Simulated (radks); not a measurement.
Coulomb parameter of the 3d shell of the iron ion Fe+ in the model configuration [Ar] 3d4 4s1 4p2, as a second difference U = [E(n + 1) + E(n - 1) - 2 E(n)] / (1)^2 with all orbitals relaxed. "Bare": the charge of the atom changes with n. "Screened": the 4p shell takes up the change at fixed total charge, which measures U(3d,3d) + U(4p,4p) - 2 U(3d,4p). Method: scalar-relativistic Kohn-Sham, PBEsol, spin-unpolarised, spherical densities, finite nucleus; Fermi nuclear charge, rms radius 3.7377 fm; computed with a radial shooting solver on a logarithmic mesh with Libxc functionals.

| case | configuration | E - E(n) (eV) |
|---|---|---|
| start | [Ar] 3d4 4s1 4p2 | 0.000 |
| bare +1 | [Ar] 3d5 4s1 4p2 | -22.808 |
| bare -1 | [Ar] 3d3 4s1 4p2 | 39.525 |
| screened +1 | [Ar] 3d5 4s1 4p1 | -16.684 |
| screened -1 | [Ar] 3d3 4s1 4p3 | 23.070 |

U(bare) = 16.717 eV, U(screened by 4p) = 6.385 eV, against the Slater integral F0(3d,3d) = 26.284 eV with frozen orbitals.
